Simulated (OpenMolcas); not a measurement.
Ta3+: ligand-field states by method

Ta3+ with 6 ligands (chloride) in octahedral coordination (Oh) at 2.48 Å. A charge of +0.5 e stands 2.4 Å behind each ligand. Ligand basis ANO-RCC-VDZP.

```
Program             : OpenMolcas 26.06
Basis               : ANO-RCC-VDZP [7s6p4d2f1g]
Scalar Hamiltonian  : DKH2, point nucleus
Active space        : 2 electrons in 5 orbitals (5d)
State averaging     : 2S+1 = 3 even, 10 roots; 2S+1 = 1 even, 15 roots
Spin-orbit coupling : RASSI with atomic mean-field integrals over the reference wave functions
```

I. CASSCF
II. SS-CASPT2, IPEA 0.25 Eh, imaginary shift 0.1 Eh (the lowest 29 gerade and 27 ungerade orbitals frozen, chosen by energy and not by shell, so the metal 5p can be frozen and 4f correlated)

Spin-free states (labels of O, the rotations of Oh) in cm-1, each column counted from its own energy of the first state listed:

| State | Degeneracy | I | II |
| --- | --- | --- | --- |
| 3T1 | 3 | 0 | 0 |
| 1T2 | 3 | 8527 | 7040 |
| 1E | 2 | 8607 | 7400 |
| 3T2 | 3 | 18330 | 17980 |
| 1A1 | 1 | 19190 | 16400 |
| 3T1 | 3 | 25498 | 23830 |
| 1T2 | 3 | 27121 | 25140 |
| 1T1 | 3 | 29159 | 27330 |
| 3A2 | 1 | 37968 | 37260 |
| 1E | 2 | 46562 | 43780 |
| 1A1 | 1 | 56493 | 51740 |

From I to II, I's first state of the same spin (3T2) moves from 18330 to 17980 cm-1, by about -350 cm-1.

From I to II, I's first state of another spin (1T2) moves from 8527 to 7040 cm-1, by about -1500 cm-1.

I: A least-squares ligand-field fit to the states below 45000 cm-1, each weighted by its degeneracy and with a free common offset, gives 10Dq = 19209 cm-1, B = 559 cm-1 and C = 2276 cm-1 (C/B = 4.08), with an rms deviation of 269 cm-1. The same method and metal basis give the free ion B = 691 cm-1 (fit to its terms below 60000 cm-1, rms deviation 26 cm-1), so the nephelauxetic ratio is β = 559 / 691 = 0.81; it hangs on how both fits weigh the states, and computed free-ion B values tend to be too large, so β mixes covalency with correlation.

II: A least-squares ligand-field fit to the states below 45000 cm-1, each weighted by its degeneracy and with a free common offset, gives 10Dq = 18636 cm-1, B = 469 cm-1 and C = 1904 cm-1 (C/B = 4.06), with an rms deviation of 292 cm-1. 

From I to II, 10Dq changes by -3 %, B by -16 % and C by -16 %.

χT at 300 K: I 0.14, II 0.14 cm3 K/mol.

The states above are spin-free; spin-orbit coupling is strong here and shifts and splits them by thousands of cm-1.

Roots that are degenerate in the reference are averaged as groups; the widest CASPT2 spread within a group is 84 cm-1 (the 3-fold group of multiplicity 1 near 7040 cm-1 above the lowest state of its run, II). Shifts and gaps below about the spread of the groups concerned are not significant. Over all roots computed the reference weight is 0.67 to 0.68 in II; a low but even weight reflects the number of correlated electrons. An orbital triplet at a regular site is open to Jahn-Teller coupling, which can distort the site and quench the lowest spin-orbit gaps and is left out. The least metal-like active orbital is 74 % on the metal (Löwdin) and no ligand orbital is active, so the numbers are rough. Ligand-to-metal charge-transfer states are missing. With no ligand orbital active B as a rule stays too high, so bands that hang on it stand too high and its fall with covalency is understated. Without dynamic correlation the repulsion within the d shell is too large (B by tens of per cent), so at a given field states of lower spin stand too high (holds for I). With metal d orbitals alone the field can be off either way by tens of per cent (holds for I). With one d shell and no ligand orbital active, 10Dq can be off by a tenth or more (holds for II). No measured value stands beside these numbers; the geometry was imposed, not optimised, and the real ion may take another.
